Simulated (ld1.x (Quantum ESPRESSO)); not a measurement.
u(r) = r·R(r): atom against pseudo-atom (Ba (Z = 56))

Columns: radius, all-electron u(r) and pseudo u(r) of the 5p shell (level -18.77 eV) of barium in the configuration [Kr] 4d10 5s2 5p6 5d0 6s2 6p0; PW91, scalar-relativistic, TM scheme, ld1.x (Quantum ESPRESSO) 7.5.

```tsv
r (bohr)	all-electron	pseudo
0.123	-0.0561	-0.0069
0.245	-0.2483	-0.0273
0.368	0.1121	-0.0619
0.490	0.3873	-0.1105
0.613	0.4060	-0.1741
0.735	0.2414	-0.2516
0.858	-0.0011	-0.3428
0.980	-0.2447	-0.4428
1.103	-0.4556	-0.5474
1.225	-0.6168	-0.6464
1.348	-0.7303	-0.7316
1.470	-0.7991	-0.7932
1.593	-0.8318	-0.8274
1.715	-0.8355	-0.8338
1.838	-0.8175	-0.8172
1.960	-0.7843	-0.7843
2.083	-0.7405	-0.7405
2.205	-0.6910	-0.6910
2.328	-0.6379	-0.6379
2.450	-0.5845	-0.5845
2.573	-0.5316	-0.5316
2.695	-0.4812	-0.4812
2.818	-0.4332	-0.4332
2.940	-0.3888	-0.3888
3.063	-0.3475	-0.3475
3.185	-0.3100	-0.3100
```

Task: How many radial nodes do the two functions have?

Result: The all-electron 5p function has n − l − 1 = 3 (the table is too coarse to show those close to the nucleus); the pseudo-wave has 0, since the states of the same l below it are removed with the core.

Task: At about which radius was the pseudo-wave matched?

Result: 2.05 bohr. The columns agree to 0.0005 from 1.84 bohr on; several derivatives are matched, so the curves merge somewhat inside the radius.

Task: Where does each function peak?

Result: Outermost all-electron maximum near 1.72 bohr, pseudo maximum near 1.72 bohr (to the table’s step).

Task: Is the pseudo-wave norm-conserving?

Result: Yes: the TM scheme keeps the norm inside the radius equal to the all-electron one, which fixes the energy derivative of the logarithmic derivative at the level.
